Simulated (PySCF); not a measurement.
C2H7BOS, SMILES COBSC.

The structure is a stationary point at B3LYP-D3(BJ)/def2-SVP. The structure was generated by enumeration, and PubChem lists no compound with its InChIKey, so it may never have been made. One conformer was computed; it need not be the lowest.

Calculation: B3LYP-D3(BJ)/def2-SVP (PySCF).

Frequencies are harmonic and unscaled.

Task: Estimate the vibrational spectrum. (The exact figures need the calculation; the answer reports its results.)

Result: 
```csv
mode,ν (cm⁻¹),IR (km/mol),moving atoms (share of kinetic energy)
1,47,0.0,H 98 %
2,94,0.0,H 91 %
3,144,1.9,"C 57 %, H 27 %, O 9 %"
4,144,4.3,"O 52 %, H 24 %, C 18 %"
5,240,2.0,"B 41 %, H 32 %, S 15 %"
6,299,6.7,"O 36 %, H 23 %, C 23 %, B 12 %"
7,427,3.0,"S 47 %, C 20 %, O 15 %, H 11 %"
8,699,1.2,"C 57 %, S 25 %, H 12 %"
9,800,34.2,"B 48 %, H 26 %, S 20 %"
10,844,15.9,"H 66 %, B 31 %"
11,961,5.8,"H 83 %, C 15 %"
12,976,9.4,"H 77 %, C 18 %"
13,1004,43.5,"H 30 %, O 27 %, C 26 %, B 16 %"
14,1123,7.1,"H 56 %, C 18 %, O 15 %, B 10 %"
15,1183,0.8,"H 77 %, C 19 %"
16,1196,64.6,"H 67 %, C 16 %, B 11 %"
17,1327,86.6,"H 77 %, C 14 %"
18,1381,426.6,"B 33 %, H 31 %, O 25 %, C 12 %"
19,1447,6.3,H 95 %
20,1450,13.5,H 96 %
21,1469,3.6,H 97 %
22,1473,7.0,H 94 %
23,1495,57.4,"H 74 %, O 11 %, B 10 %"
24,2587,133.4,"H 91 %, B 9 %"
25,3017,66.8,H 98 %
26,3055,19.6,H 98 %
27,3108,24.2,"H 90 %, C 10 %"
28,3109,24.5,"H 90 %, C 10 %"
29,3161,5.2,"H 90 %, C 10 %"
30,3164,4.8,"H 90 %, C 10 %"
```
